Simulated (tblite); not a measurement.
Compound: C6H9NSeSi.
Numbering: `[CH3:1][Se:2][SiH2:3]/[CH:4]=[CH:5]\[CH:6]=[CH:7]\[C:8]#[N:9]` (hydrogens: H10, H11, H12 on C1; H13, H14 on Si3; H15 on C4; H16 on C5; H17 on C6; H18 on C7)

Computed with GFN2-xTB (tblite), gas phase: L-BFGS steps from a force-field or distance-geometry start until the largest atomic force falls under 0.01 eV/Å.

The end geometry, which sets the zero of energy:
```
atom  x, y, z in Å
C1      4.1806    0.3321    0.6220
Se2     3.1012   -1.0847   -0.1760
Si3     1.0729   -0.1236    0.2137
C4     -0.1430   -1.2743   -0.6376
C5     -1.4636   -1.0779   -0.7226
C6     -2.1429    0.0544   -0.1623
C7     -3.4697    0.2447   -0.2636
C8     -4.1127    1.3626    0.2897
N9     -4.6425    2.2757    0.7407
H10     5.2238    0.0447    0.5283
H11     4.0009    1.2611    0.0878
H12     3.9153    0.4375    1.6704
H13     1.0850    1.2283   -0.3571
H14     0.8489   -0.0342    1.6617
H15     0.2724   -2.1638   -1.0965
H16    -2.0906   -1.7963   -1.2401
H17    -1.5367    0.7793    0.3630
H18    -4.1081   -0.4592   -0.7826
```

Task: These geometries come from the run, each turned onto the end geometry. Order them by energy, lowest first.
A.
```
atom  x, y, z in Å
C1      4.3084    0.4398    0.5163
Se2     2.9917   -0.5570   -0.5702
Si3     0.9470   -0.2256    0.3775
C4     -0.2026   -1.4018   -0.5073
C5     -1.5009   -1.1167   -0.6383
C6     -2.1028    0.0974   -0.1594
C7     -3.4137    0.3213   -0.3481
C8     -4.0771    1.4633    0.0868
N9     -4.6492    2.4024    0.4382
H10     5.3129    0.0336    0.3606
H11     4.3250    1.4661    0.2006
H12     4.0244    0.3180    1.5491
H13     0.4898    1.1469    0.1844
H14     0.9922   -0.6249    1.7761
H15     0.2022   -2.3316   -0.8800
H16    -2.1427   -1.8382   -1.1459
H17    -1.5294    0.8590    0.3623
H18    -3.9840   -0.4456   -0.8638
```
B.
```
atom  x, y, z in Å
C1      4.1851    0.3650    0.4960
Se2     3.0664   -0.8793   -0.5038
Si3     1.0840   -0.1922    0.3848
C4     -0.1544   -1.3055   -0.4785
C5     -1.4641   -1.0822   -0.6332
C6     -2.1510    0.0764   -0.1388
C7     -3.4611    0.2883   -0.3518
C8     -4.1461    1.4269    0.0999
N9     -4.7225    2.3545    0.4543
H10     5.2225    0.1213    0.2877
H11     3.9655    1.3801    0.1760
H12     3.9781    0.2475    1.5559
H13     0.9350    1.2369    0.1122
H14     1.0943   -0.3874    1.8372
H15     0.2614   -2.2113   -0.9048
H16    -2.0796   -1.7972   -1.1704
H17    -1.5651    0.7965    0.4142
H18    -4.0574   -0.4321   -0.8979
```
C.
```
atom  x, y, z in Å
C1      4.2232    0.3930    0.4957
Se2     3.0604   -0.7462   -0.5907
Si3     1.0690   -0.1871    0.3863
C4     -0.1719   -1.3086   -0.4656
C5     -1.4848   -1.1087   -0.6293
C6     -2.1846    0.0535   -0.1654
C7     -3.4958    0.2699   -0.3694
C8     -4.1284    1.4416    0.0769
N9     -4.6284    2.4074    0.4425
H10     5.2449    0.0558    0.3475
H11     4.1256    1.4236    0.1691
H12     3.9451    0.2913    1.5401
H13     0.8344    1.2503    0.2240
H14     1.1598   -0.5154    1.8135
H15     0.2451   -2.2236   -0.8654
H16    -2.0901   -1.8467   -1.1468
H17    -1.6035    0.7924    0.3688
H18    -4.1289   -0.4361   -0.8930
```
D.
```
atom  x, y, z in Å
C1      4.2120    0.3568    0.5320
Se2     3.0947   -0.9971   -0.3203
Si3     1.0736   -0.1816    0.3570
C4     -0.1557   -1.2996   -0.5192
C5     -1.4680   -1.0797   -0.6587
C6     -2.1610    0.0674   -0.1473
C7     -3.4721    0.2818   -0.3531
C8     -4.1418    1.4092    0.1449
N9     -4.7015    2.3256    0.5506
H10     5.2388    0.1824    0.2229
H11     3.8865    1.3412    0.2073
H12     4.1253    0.2607    1.6108
H13     0.9941    1.2232   -0.0534
H14     0.9596   -0.2581    1.8184
H15     0.2539   -2.2016   -0.9597
H16    -2.0822   -1.7947   -1.1963
H17    -1.5855    0.7793    0.4277
H18    -4.0796   -0.4086   -0.9248
```
E.
```
atom  x, y, z in Å
C1      4.1905    0.3411    0.5853
Se2     3.0934   -1.0537   -0.2278
Si3     1.0677   -0.1455    0.2845
C4     -0.1453   -1.2837   -0.5856
C5     -1.4624   -1.0812   -0.7025
C6     -2.1501    0.0539   -0.1575
C7     -3.4718    0.2564   -0.2976
C8     -4.1198    1.3818    0.2353
N9     -4.6503    2.3059    0.6624
H10     5.2300    0.0935    0.3923
H11     3.9436    1.2971    0.1329
H12     4.0046    0.3671    1.6552
H13     1.0318    1.2216   -0.2500
H14     0.8889   -0.1137    1.7402
H15     0.2758   -2.1719   -1.0409
H16    -2.0766   -1.7913   -1.2469
H17    -1.5556    0.7713    0.3916
H18    -4.1034   -0.4423   -0.8321
```

Result: E (0.002 eV), D (0.007 eV), B (0.017 eV), C (0.030 eV), A (0.244 eV).

In the order of the answer:

| step | E above end (eV) | largest force (eV/Å) | rms force component (eV/Å) | rms distance from end (Å) | rms bond change (Å) | bond most changed (Å) |
| --- | --- | --- | --- | --- | --- | --- |
| 105 | 0.002 | 0.06 | 0.014 | 0.075 | 0.000 | Si3–H14 -0.001 |
| 72 | 0.007 | 0.03 | 0.010 | 0.186 | 0.001 | Se2–Si3 +0.004 |
| 46 | 0.017 | 0.09 | 0.021 | 0.241 | 0.002 | Si3–H13 -0.005 |
| 26 | 0.030 | 0.10 | 0.030 | 0.290 | 0.003 | Se2–Si3 +0.010 |
| 2 | 0.244 | 1.08 | 0.266 | 0.346 | 0.010 | C1–Se2 +0.025 |

The cost below is that of the whole relaxation. On one thread of an Intel Xeon at 2.50 GHz, shared host with 64 logical CPUs at a one-minute load of 63, this took 3.5 s of wall time.
